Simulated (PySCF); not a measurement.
**Cs₂F₂: calculation against measurement**

Isolated Cs₂F₂, optimised in PySCF with density fitting and no spin–orbit coupling; def2 sets carry scalar-relativistic core potentials from Rb on. All levels below give a singlet of D2h symmetry: PBE0/def2-TZVP Cs–F 2.616 Å (×4), Cs–F–Cs 102.3° (×2), F–Cs–F 77.7° (×2); B3LYP/def2-TZVP Cs–F 2.642 Å (×4), Cs–F–Cs 102.1° (×2), F–Cs–F 77.9° (×2); PBE/def2-TZVP Cs–F 2.628 Å (×4), Cs–F–Cs 102.0° (×2), F–Cs–F 78.0° (×2).

Problem. The tabulated gas-phase entropy at 298.15 K and 1 bar is 352.31 J/(mol K) (Chase, 1998, NIST Chemistry WebBook). What do rigid-rotor harmonic-oscillator sums give?

Solution. PBE0/def2-TZVP 357.4, B3LYP/def2-TZVP 358.5, PBE/def2-TZVP 358.5 J/(mol K). Tables of this kind often rest on estimated structures and frequencies for high-temperature species, so a gap need not be the fault of the calculation.
